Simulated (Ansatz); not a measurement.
System: InCl, charge 1, doublet. InCl+ (parent SMILES [Cl][In], doublet).
B3LYP-D3(BJ)/def2-TZVP minimum from Ansatz (a quantum-chemistry and plane-wave program):
```xyz
2

In     0.0000     0.0000    -0.6042
Cl     0.0000     0.0000     1.7415
```
Charge +1, spin multiplicity 2.

Total energies in def2-TZVPP, 9 correlated electrons, 14 frozen orbitals. Open shells are spin-unrestricted; no spin-orbit coupling. Correlated methods leave the cores frozen (noble-gas shells, and filled d and f shells in the p block). Past Kr the def2 sets carry scalar-relativistic core potentials. Spin-orbit terms, left out, reach several kcal/mol for Br and I, and more for heavier atoms. The UHF reference of ClIn+ (parent SMILES [Cl][In], doublet) is spin-contaminated (<S^2> up to 0.03 over the pure value in the sets run). The spin of ClIn+ (parent SMILES [Cl][In], doublet) was assumed, and the state is the lowest solution found for it.

```csv
method,program,energy (Eh),minus CCSDT(Q) (mEh)
HF,Ansatz,-648.50111,242.57
MP2,Ansatz,-648.71097,32.72
CCSD,Ansatz,-648.73193,11.76
CCSD(T),Ansatz,-648.74223,1.46
CCSDT(Q),Ansatz,-648.74368,0.00
```

Rough core times of Ansatz's runs on a shared machine: CCSD(T) 40 s, CCSDT(Q) 6 min.
